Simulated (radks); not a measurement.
The arsenic ion As14+, 19 electrons, occupied as [Ar] 3d1. Method: scalar-relativistic Kohn-Sham, LDA (Slater exchange, Perdew-Wang correlation), spin-polarised, spherical densities, finite nucleus; open shells are filled with parallel spins first; Fermi nuclear charge, rms radius 4.0968 fm; computed with a radial shooting solver on a logarithmic mesh with Libxc functionals.

Unscreened Slater integrals over Kohn-Sham orbitals (hartree). They are taken over the spin-up orbitals.

| integral | value |
|---|---|
| F0(3d,3d) | 1.8245 |
| F2(3d,3d) | 0.92392 |
| F4(3d,3d) | 0.59302 |
| F0(3d,3p) | 1.7365 |
| F2(3d,3p) | 0.84680 |
| G1(3d,3p) | 0.96122 |
| G3(3d,3p) | 0.62432 |
| F0(3d,3s) | 1.7266 |
| G2(3d,3s) | 0.73316 |
| F0(3d,2p) | 2.3606 |
| F2(3d,2p) | 0.62708 |
| G1(3d,2p) | 0.54342 |
| G3(3d,2p) | 0.31149 |
| F0(3p,3p) | 1.6847 |
| F2(3p,3p) | 0.85215 |
| F0(3p,3s) | 1.6747 |
| G1(3p,3s) | 1.1028 |
| F0(3p,2p) | 2.2503 |
| F2(3p,2p) | 0.52205 |
| G0(3p,2p) | 0.20790 |
| G2(3p,2p) | 0.22358 |
| F0(3s,3s) | 1.6677 |
| F0(3s,2p) | 2.1975 |
| G1(3s,2p) | 0.20795 |
| F0(2p,2p) | 5.1637 |
| F2(2p,2p) | 2.4429 |

Derived for the open shells (J is the average intra-shell exchange parameter used in DFT+U). 3d: Racah B = F2/49 - 5 F4/441 = 0.01213 hartree, C = 35 F4/441 = 0.04706 hartree, C/B = 3.88, F4/F2 = 0.642, J = (F2 + F4)/14 = 0.1084 hartree.
